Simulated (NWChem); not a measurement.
GeO cation, doublet; SMILES of the neutral closed-shell parent [O]=[Ge]

```xyz
2

Ge     0.0000     0.0000     0.3478
O      0.0000     0.0000    -1.3143
```
Atoms are numbered in this order, from 1.

Program: NWChem. Spin-unrestricted. Geometry: optimised at PBE-D3(BJ)/def2-SVP, spin-unrestricted. This spin state was assumed; another may lie lower. No stability test was run on the SCF state. Vzz is the largest principal value of the second derivative of the potential at the nucleus (NWChem prints the opposite sign); η is the asymmetry. Non-relativistic.

**Question.** Predict the results for B3LYP/def2-TZVP. Quantities: Vzz Ge1 (a.u.); η Ge1; Vzz O2 (a.u.); η O2.

**Answer.** 
* **Vzz Ge1 (a.u.)**: -1.731
* **η Ge1**: 0.00
* **Vzz O2 (a.u.)**: 2.384
* **η O2**: 0.00
